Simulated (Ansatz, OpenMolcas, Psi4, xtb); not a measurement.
**AlClF2 (SMILES [F][Al]([F])[Cl]): the energy, rung by rung**

AlClF2 has 4 atoms, charge 0, and is taken as a singlet. SMILES: `[F][Al]([F])[Cl]`. The shape is that of a PBE0-D4/def2-TZVP optimisation.

```xyz
4

F     0.9972    0.7218    1.1496
Al    0.0693   -0.0508    0.0536
F     0.2735   -1.6538   -0.1647
Cl   -1.3400    0.9828   -1.0386
```

Each level gives the energy change with the F1–Al2 bond stretched from 1.631 to 1.875 Å (eV). The values are calculated.

```
                          level                    kind     program  value (eV)  CPU time (all runs)
                         GFN-FF             force field         xtb        0.18            under 2 s
   SVWN5/def2-SVPD (restricted)                     LDA        Psi4        0.50                 49 s
     PBE/def2-SVPD (restricted)                     GGA      Ansatz        0.37                9.5 s
   TPSSh/def2-SVPD (restricted)         hybrid meta-GGA        Psi4        0.45              2.1 min
   HSE06/def2-SVPD (restricted)  range-separated hybrid        Psi4        0.50              1.8 min
PBE-QIDH/def2-SVPD (restricted)           double hybrid      Ansatz        0.54                 21 s
RPA@PBE0/def2-SVPD (restricted)                     RPA      Ansatz        0.43                 21 s
     MP2/def2-SVPD (restricted)     perturbation theory  OpenMolcas        0.43                 17 s
 BCCD(T)/def2-SVPD (restricted)   coupled cluster or CI      Ansatz        0.44                 51 s
```

The first shape isn't each level's own minimum. The values span 0.18 to 0.54 eV. CPU times are rough (shared hosts, several kinds of processor): they show what a rung costs within a factor of a few.
